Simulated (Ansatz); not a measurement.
`[NH2][SnH3]` and `[SiH3][NH][SnH3]` differ in one atom or group.

Ansatz, PBE0-D4/def2-TZVP geometries, multiplicity 1. 

Elements past krypton have def2 core potentials.

```csv
property,`[NH2][SnH3]`
LUMO energy (B3LYP/def2-TZVPP) / eV,-0.47
size of the dipole moment (PBE/def2-TZVPP) / D,1.03
HOMO–LUMO gap (PBE0/def2-TZVPP) / eV,7.03
HOMO–LUMO gap (B3LYP/def2-TZVPP) / eV,6.50
LUMO energy (PBE/def2-TZVPP) / eV,-0.95
zero-point energy (PBE0-D4/def2-TZVP) / kJ/mol,118.8
```

(1) Give the same properties after the change, and the shifts. (An estimate is asked.)

Results:

(1) Ansatz gave: 
```tsv
property	`[SiH3][NH][SnH3]`	shift
LUMO energy (B3LYP/def2-TZVPP) / eV	-0.68	-0.21
size of the dipole moment (PBE/def2-TZVPP) / D	1.33	0.30
HOMO–LUMO gap (PBE0/def2-TZVPP) / eV	6.71	-0.32
HOMO–LUMO gap (B3LYP/def2-TZVPP) / eV	6.25	-0.25
LUMO energy (PBE/def2-TZVPP) / eV	-1.24	-0.29
zero-point energy (PBE0-D4/def2-TZVP) / kJ/mol	159.0	40.2
```

With PBE0 the HOMO rises by 0.06 eV and the LUMO falls by 0.27 eV, so the gap narrows by about 0.33 eV. PBE moves the HOMO by -0.03 eV and ωB97M-V by 0.11 eV. The zero-point energy changes by 40.2 kJ/mol with +9 modes. Dipoles are sizes alone; their direction can turn.

B3LYP here is the variant with VWN-RPA as its local correlation; programs differ in this.
